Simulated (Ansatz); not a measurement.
Be₃Se₂. Total charge 0; singlet. Geometry r2SCAN-D4/def2-SVP, basis def2-TZVP, Ansatz.

```xyz
5

Be    0.594   -0.847    0.847
Be    0.463    0.132   -1.247
Be   -1.057    0.715    0.400
Se   -1.037   -1.243   -0.516
Se    1.037    1.243    0.516
```

| run | HOMO (eV) | LUMO (eV) |
| --- | --- | --- |
| A | -4.37 | -3.08 |
| B | -6.36 | -0.77 |
| C | -6.26 | -0.83 |
| D | -4.82 | -2.52 |
| E | -4.31 | -3.18 |

LC-ωPBE has ω = 0.4 bohr⁻¹. Another isomer (singlet) lies 1.61 eV lower at PBE0-D4/def2-TZVP; other spin states weren't run for this one.

Q: The runs used LC-ωPBE, PBE, PBE0, r2SCAN, ωB97M-V. Estimate which is which.

A: A r2SCAN (0 % exact exchange); B LC-ωPBE (range-separated); C ωB97M-V (range-separated); D PBE0 (25 % exact exchange); E PBE (0 % exact exchange). Exact exchange lowers occupied and raises empty levels; among semilocal functionals meta-GGAs tend to open the gap a little, and such runs are hard to tell apart. The gap grows from 1.13 eV (PBE) to 5.59 eV (LC-ωPBE). The restricted singlet is unstable towards broken spin symmetry in Hartree–Fock (as tested in another run); at r2SCAN-D4/def2-TZVP, LC-ωPBE/def2-TZVP, ωB97M-V/def2-TZVP, PBE0-D4/def2-TZVP and others this wasn't settled.
